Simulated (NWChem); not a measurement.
Molecule: C2H2Cl2Si; SMILES C#C[SiH](Cl)Cl

```xyz
7

Si     0.0001     0.0153     0.5344
Cl     1.6734     0.9426    -0.2134
Cl    -1.6783     0.9337    -0.2130
C      0.0044    -1.7275     0.0143
C      0.0069    -2.8986    -0.3147
H      0.0000     0.1432     2.0078
H      0.0090    -3.9338    -0.6095
```
Atoms are numbered in this order, from 1.

Level: PBE0/def2-SVP (NWChem), optimised geometry, unscaled harmonic frequencies. 

```
frequency (cm⁻¹)  IR intensity (km/mol)
----------------  ---------------------
109                                 0.6
146                                 3.4
185                                 1.3
336                                16.0
346                                27.4
520                                49.4
609                               135.3
676                                89.6
758                                25.6
758                                29.2
813                               207.2
816                               166.5
2174                               74.7
2309                               74.9
3472                               56.1
```

```json
{
  "zero_point_energy": "20.0 kcal/mol",
  "thermal correction to the enthalpy at 298.15 K (with zero-point energy)": "24.6 kcal/mol",
  "heat capacity Cv": "20.6 cal/(mol K)",
  "entropy at 298.15 K and 1 atm (symmetry number 1)": "81.6 cal/(mol K)",
  "dipole_moment": "1.96 D"
}
```

Rigid rotor and harmonic oscillator.
